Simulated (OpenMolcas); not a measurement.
Re V.

```yaml
Program: OpenMolcas
Basis: ANO-RCC-VQZP [9s8p6d4f3g2h]
Scalar_Hamiltonian: DKH2, point nucleus
Active_space: 3 electrons in 10 orbitals (5d 6d)
State_averaging: 2S+1 = 4 even, 10 roots; 2S+1 = 2 even, 40 roots
Spin-orbit_coupling: state interaction with AMFI integrals over the reference wave functions, term energies averaged over their components
```

Two sets of levels on these reference wave functions, in eV above 5d³ ⁴F_3/2: one from CASSCF and one from MS-CASPT2, IPEA 0.25 Eh, imaginary shift 0.1 Eh (closed shells correlated: 5s 5p).

```
            Level   Set 1   Set 2
       5d³ ⁴F_3/2  0.0000  0.0000
       5d³ ⁴F_5/2   0.573   0.619
       5d³ ⁴F_7/2   1.106   1.136
5d³ ⁴F_9/2 [64 %]   1.534   1.505
5d³ ⁴P_1/2 [62 %]   2.099   1.788
       5d³ ²G_7/2   2.612   2.391
5d³ ²H_9/2 [55 %]   2.689   2.531
       5d³ ⁴P_5/2   2.870   2.674
5d³ ²P_1/2 [62 %]   3.447   2.949
      5d³ ²H_11/2   3.674   3.452
    5d³ ²D_5/2(1)   4.032   3.671
5d³ ²G_9/2 [55 %]   4.058   3.845
5d³ ²P_3/2 [52 %]   4.607   4.099
       5d³ ²F_5/2   4.952   4.392
       5d³ ²F_7/2   4.968   4.426
    5d³ ²D_3/2(2)   7.384   6.697
```

Task: Which set is which?

Result: Set 2 is MS-CASPT2. Its levels of the other terms of 5d³ lie at 0.85 to 0.95 of the other set's values, as expected, since terms of lower spin or lower L gain more correlation energy than the Hund ground term. Against 12 measured levels (the list in Brasseur, Gamrath and Quinet, At. Data Nucl. Data Tables 157, 101636 (2024)) the mean absolute deviation is 510 cm-1 with it and 2600 cm-1 without; single levels miss by up to 2000 cm-1 with it.

CASPT2 does not keep the components of a term degenerate, so their means are used; among the terms shown or strongly mixed into the levels shown the widest spread is 500 cm-1 (5d³ ⁴F, MS-CASPT2). Active for correlation alone: 6d; no level in the range computed is led by a configuration that fills it, so any true level of that kind is missing. Without dynamic correlation excited terms often stand tens of per cent too high (terms of higher spin than the ground term too low), and those without a measured partner can miss by more than the paired ones (holds for CASSCF). Computed and measured levels are paired by configuration, term and J; levels that our copy of the source lacks, or whose pairing is in doubt (as where it misses far off the trend of its configuration), stay unpaired and out of the deviations. Levels of configurations outside the active space are missing. Levels that lie high or do not pair safely by name in every column are left out.

A share in square brackets marks a mixed level and gives the weight of the term that names it, the lowest over the columns. A number in round brackets counts repeated terms of one configuration in the order of the reference energies.
